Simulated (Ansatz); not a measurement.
The input (input.yaml):

```yaml
crystal:
  periodic: [false, false, false]
  atoms:
    - { symbol: B, position_ang: [-0.3489, 0.6065, -0.7013] }
    - { symbol: C, position_ang: [0.6963, 0.3429, 0.4263] }
    - { symbol: O, position_ang: [0.7964, -1.0499, 0.502] }
    - { symbol: Sb, position_ang: [-0.434, -1.5267, -0.9008] }
    - { symbol: H, position_ang: [-0.9046, 1.5956, -1.2104] }
    - { symbol: H, position_ang: [0.3583, 0.7698, 1.3996] }
    - { symbol: H, position_ang: [1.7013, 0.7991, 0.151] }
    - { symbol: H, position_ang: [-1.7727, -1.5944, 0.2778] }
basis:
  gaussian: { orbitals: def2-SVP }
hamiltonian:
  xc: cam_b3lyp
  dispersion: d4
relax:
  f_tol: 0.02
  max_steps: 50
```

Launched with:

```bash
$ ansatz run input.yaml --threads 2 --pin off --max-ram 3072MiB --backend cpu --events-out ev --progress --plain --runs-dir out
```

Hardware: 2 threads of Arm Neoverse V1 (shared host).

Q: Roughly how long does this run take, and how much memory?

A: 27 s, with a peak of 0.21 GiB, for 9 ionic steps.
